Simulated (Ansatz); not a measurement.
Single points on ZrBrCl₃.

```yaml
crystal:
  periodic: [false, false, false]
  atoms:
    - {symbol: Zr, position_ang: [-0.000147, 0.000194, -0.032574]}
    - {symbol: Br, position_ang: [0.007418, -0.014647, 2.438095]}
    - {symbol: Cl, position_ang: [2.186737, 0.010570, -0.808509]}
    - {symbol: Cl, position_ang: [-1.101954, 1.897932, -0.787102]}
    - {symbol: Cl, position_ang: [-1.092054, -1.894059, -0.809910]}
basis:
  gaussian: {orbitals: def2-TZVP, initial_orbitals: start.molden}
hamiltonian: {xc: {name: wB97M-V}}
scf: {omitted_lower_state_checks: [starts]}
output: {orbitals: {seedname: orbitals}}
```

The file start.molden holds the orbitals of an earlier run on this structure, at another level or in another basis.

```sh
$ ansatz run in.yaml --threads 4 --pin off --events-out ev --progress --plain --max-ram 3916MiB
```

It prints (some lines left out):

```
Functional definition: wB97M-V
1549 factors; their error is unknown
265 factors; integrals over basis functions are off by at most 3.5e-5 eV
mean field evaluation 1: about -108896.4177 eV, gradient 1.4e1 eV
mean field evaluation 2: about -108896.5425 eV, gradient 2.4e-1 eV
mean field evaluation 4: about -108896.8780 eV, gradient 2.5e-1 eV
mean field -108896.87801508 eV, -4001.8864540990 hartree, gradient 5.5e-5 eV, S^2 0.000000; 0 other end points of the search recorded, 0 dependent functions left out
reference -108896.87808344 eV, -4001.8864566115 hartree; 49, 49 occupied and 150, 150 virtual orbitals, 1549 factors
Total energy: -108896.87808344 eV, -4001.8864566115 hartree
Checks for a lower state left out: starts
```

Run time 13 s (4 threads of Arm Neoverse V1 on a shared host), peak host memory 0.91 GiB.

As the first input, with `hamiltonian: {xc: {name: LC-wPBE}}` (abridged; 3.4 s):

```
Functional definition: LC-wPBE
mean field -108884.94395274 eV, -4001.4478853975 hartree, gradient 8.3e-5 eV, S^2 0.000000
Total energy: -108884.94395275 eV, -4001.4478853978 hartree
Checks for a lower state left out: starts
```

Geometry: PBE0-D4/def2-SVP.

In the def2 sets Zr takes a core potential; there is no spin–orbit coupling. LC-ωPBE has ω = 0.4 bohr⁻¹.
